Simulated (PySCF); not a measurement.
# How the functional moves excitation energies

C2H7GaS.
Cartesian coordinates in Å at the PBE0-D3(BJ)/def2-SVP level; atoms count from 1:
```xyz
11
C2H7GaS angstrom
C     -2.474   -0.126    0.292
S     -0.919   -0.809    0.954
Ga     0.629    0.286   -0.163
C      2.497   -0.113    0.277
H     -3.107   -0.956   -0.053
H     -3.003    0.416    1.089
H     -2.293    0.558   -0.548
H      0.081    1.308   -1.223
H      2.628   -1.184    0.492
H      2.789    0.447    1.180
H      3.177    0.175   -0.538
```

Linear-response calculations in the def2-SVPD basis (PySCF; singlets by full response, triplets Tamm–Dancoff, core orbitals frozen in the response; HF means time-dependent Hartree–Fock). 'Strongest' is the level of largest summed f among the singlets computed (10 roots, of which the last may lack a degenerate partner); it can jump between rows when another state enters that window. S1 is the lowest singlet of each run and needn't be the same state throughout; f(S1) is that of one state. The structure is a single PBE0-D3(BJ)/def2-SVP conformer in the gas phase; no vibrational or solvent corrections. Relativistic effects, spin–orbit coupling among them, are left out although an element past zinc is present.

| functional | kind | S1 (eV) | f(S1) | strongest (eV) | T1 (eV) | HOMO (eV) | gap (eV) | ionisation energy, ΔSCF (eV) |
| --- | --- | --- | --- | --- | --- | --- | --- | --- |
| LDA | LDA | 4.52 | 0.076 | 4.52 | 3.70 | -5.94 | 3.94 | 9.15 |
| PBE | GGA | 4.60 | 0.074 | 6.75 | 3.75 | -5.84 | 4.06 | 8.97 |
| B3LYP | global hybrid, 20% exact exchange | 4.88 | 0.075 | 7.19 | 4.06 | -6.73 | 5.47 | 9.04 |
| PBE0 | global hybrid, 25% exact exchange | 5.05 | 0.077 | 7.42 | 4.19 | -6.95 | 5.94 | 9.00 |
| BHandHLYP | global hybrid, 50% exact exchange | 5.42 | 0.077 | 7.26 | 4.56 | -7.94 | 7.67 | 8.90 |
| wB97X-D | range-separated hybrid | 5.30 | 0.078 | 7.31 | 4.58 | -8.77 | 9.39 | 9.08 |
| LC-wPBE | range-separated hybrid | 5.75 | 0.077 | 7.73 | 4.86 | -9.58 | 10.58 | 9.07 |
| HF | Hartree–Fock | 6.28 | 0.082 | 7.87 | 5.21 | -9.55 | 11.07 | not settled |

Problem. What does CAM-B3LYP (range-separated hybrid) give?

Solution. S1 (eV) 5.25, f(S1) 0.075, strongest (eV) 7.08, T1 (eV) 4.40, HOMO (eV) -8.23, gap (eV) 8.10, ionisation energy, ΔSCF (eV) 9.04. S1 runs from 4.52 eV (LDA) to 6.28 eV (HF), a spread of 1.76 eV, while the orbital gap spreads over 7.1 eV. Along PBE (0%), B3LYP (20%), PBE0 (25%), BHandHLYP (50%), HF (100%) S1 rises with the share of exact exchange. −ε(HOMO) comes closest to its own ΔSCF ionisation energy with wB97X-D (-0.31 eV) and misses most with LDA (-3.21 eV). 'Not settled' means that the ion's SCF failed to converge or may have ended in another state than the lowest.
